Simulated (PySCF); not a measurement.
# What a mistake does to a calculation on BGe2H7N

These are calculations, not measurements. They come from PySCF 2.14.0, an open-source quantum chemistry program, on an isolated molecule that a program drew, which may never have been made. The molecule is BGe2H7N (charge 0, doublet), drawn as the SMILES string `[NH2][GeH2][B][GeH3]`.

Each row is a Hartree-Fock (HF) and frozen-core CCSD(T) single point in the cc-pVDZ basis, meant for a local HF minimum. Run 1 is clean. Each other run has one planted mistake out of seven kinds, and not every kind appears here: one electron removed, one electron added, multiplicity raised by two, geometry at a saddle point, minimal basis STO-3G, one bond length entered in bohr, all coordinates scaled. The reference is restricted for singlets and unrestricted otherwise, and also for a bond in bohr. Adding or removing an electron swaps singlet and doublet. Electrons count all cores. HOMO and LUMO are orbital energies over both spins, the gradient is its largest component, and the lowest frequency (negative if imaginary) is given only where the gradient is small. Bond lengths are over the 10 bonds as drawn. T1 is the CCSD diagnostic: over 0.02 (restricted) or 0.045 (unrestricted) a single reference is doubtful. Germanium has the cc-pVDZ-PP basis, with a core potential (ECP10MDF) in place of its 10 inner electrons, and its 3s, 3p and 3d shells are frozen in CCSD(T).

Geometry of the clean run:
```xyz
11
BGe2H7N, angstrom
N     2.0762    0.4649    2.6938
Ge    0.4707   -0.4432    2.5141
B    -1.1062    0.5217    1.5670
Ge   -1.6889    2.2575    0.5966
H     2.0174    1.2732    3.2907
H     2.4726    0.7673    1.8194
H     0.7829   -1.7135    1.7128
H     0.0379   -0.8117    3.9376
H    -0.5235    3.0171   -0.0577
H    -2.7379    1.9798   -0.4856
H    -2.3164    3.1738    1.6583
```

```
run,electrons,basis functions,<S^2>,HOMO (eV),LUMO (eV),gradient (hartree/bohr),lowest frequency (cm^-1),mean bond (Å),longest bond (Å),T1,HF (hartree),CCSD(T) (hartree),mistake
1,83,109,0.761,-8.62,0.76,2.9e-06,29,1.5689,2.077,0.0151,-669.88185,-670.38524,no fault
2,84,109,0.000,-0.57,6.66,3.5e-02,-,1.5689,2.077,0.0147,-669.85136,-670.39047,one electron added
3,83,109,0.760,-8.56,0.86,5.0e-02,-,1.4873,1.969,0.0145,-669.85221,-670.34884,all coordinates scaled
4,82,109,0.000,-15.48,-5.83,3.8e-02,-,1.5689,2.077,0.0278,-669.61626,-670.11972,one electron removed
5,83,109,1.469,-8.36,0.93,2.0e-02,-,1.7338,3.502,0.0517,-669.80948,-670.29572,one bond length entered in bohr
6,83,109,3.773,-7.83,-1.71,3.8e-02,-,1.5689,2.077,0.0259,-669.78860,-670.29386,?
```

**Which mistake was planted in run 6, and what did it cost?**

Electrons, basis and geometry are unchanged, and <S^2> is 3.773, beside S(S+1) = 3.75 for a multiplicity of 4. So the mistake is: multiplicity raised by two. Subtracting run 1 and multiplying by 627.51 kcal/mol a hartree, the energy moved by 58.5 kcal/mol in HF and 57.3 kcal/mol in CCSD(T).

Cautions from the logs. Run 4: T1 is over the limit, so its CCSD(T) energy is less reliable; run 5: T1 is over the limit, so its CCSD(T) energy is less reliable.
